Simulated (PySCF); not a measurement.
This script is equivalent to a calculation on Be³⁺ (beryllium, charge +3).

```python
from pyscf import gto, scf, dft, mp, cc
import basis_set_exchange as bse
mol = gto.M(atom="Be 0 0 0", charge=3, spin=1, symmetry="D2h",
            basis=gto.basis.parse(bse.get_basis("jorge-DZP-DKH", elements=["Be"], fmt="nwchem", header=False)),
            nucmod="G")
mf = scf.UHF(mol).sfx2c1e()
mf.irrep_nelec = {'Ag': (1, 0)}
mf.kernel()
```

(1) What total energy does it give?

(2) Which occupied shell lies highest, and where?

(3) What is ⟨S²⟩, and what would a pure spin state give?

Results:

(1) -7.99554 hartree (calculated).

(2) 1s α, at -217.57 eV.

(3) 0.750, against 0.75.
